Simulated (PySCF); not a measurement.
PySCF input file for 2-chlorosilylethanol (C2H7ClOSi), SMILES Cl[SiH2]CCO, SMD-PBE0/def2-SVP. The structure is a stationary point at B3LYP-D3(BJ)/def2-SVP. The values are those of a single conformer.

```python
import numpy as np
from pyscf import gto, scf, dft
from pyscf.solvent import smd

mol = gto.M(
    atom='''
    O    -2.38813802    0.45200698    1.05267217
    C    -2.23581075   -0.28485456   -0.15162883
    C    -0.88752663   -0.00501262   -0.81662108
    Si    0.49175997    0.02371655    0.47495225
    Cl    2.31716044   -0.14883163   -0.53490218
    H    -2.43221159    1.39197925    0.83003727
    H    -2.29343626   -1.34501331    0.14212259
    H    -3.07571729   -0.09885406   -0.84893458
    H    -0.65396202   -0.76515802   -1.58104323
    H    -0.89321274    0.96821138   -1.34009257
    H     0.37355036   -1.13188352    1.40120066
    H     0.54375099    1.30197128    1.22883739
    ''',
    basis='def2-SVP',
    charge=0,
    spin=0,
    max_memory=1600,
    verbose=3,
)
mf = dft.RKS(mol, xc='pbe0').density_fit(auxbasis='def2-universal-jkfit')
mf.grids.level = 3
mf.conv_tol = 1e-9
mf.max_cycle = 100
mf.kernel()
res = {}
for name in ['water', 'acetonitrile', 'chlorobenzene']:
    s = mf.SMD()
    s.with_solvent.solvent, s.with_solvent.sasa_ng = name, 194
    s.kernel(mf.make_rdm1())
    res[name] = (s.e_tot, s.with_solvent.get_cds(), s.dip_moment(), s.mo_energy, s.converged)
    print(f'SMD {name}: dG(solv) = {(s.e_tot - mf.e_tot) * 627.509474:.3f} kcal/mol, of which CDS {res[name][1] * 627.509474:.3f}')
```

Program output:

```
converged SCF energy = -904.583119006126
converged SCF energy = -904.590174866716
Dipole moment(X, Y, Z, Debye): -2.65626,  1.17611, -1.51674
SMD water: dG(solv) = -4.428 kcal/mol, of which CDS 3.146
converged SCF energy = -904.592915855455
Dipole moment(X, Y, Z, Debye): -2.68353,  1.08106, -1.37303
SMD acetonitrile: dG(solv) = -6.148 kcal/mol, of which CDS -1.238
converged SCF energy = -904.591799939774
Dipole moment(X, Y, Z, Debye): -2.56729,  0.99171, -1.28294
SMD chlorobenzene: dG(solv) = -5.447 kcal/mol, of which CDS -2.046
```

The calculation finished and met its thresholds.
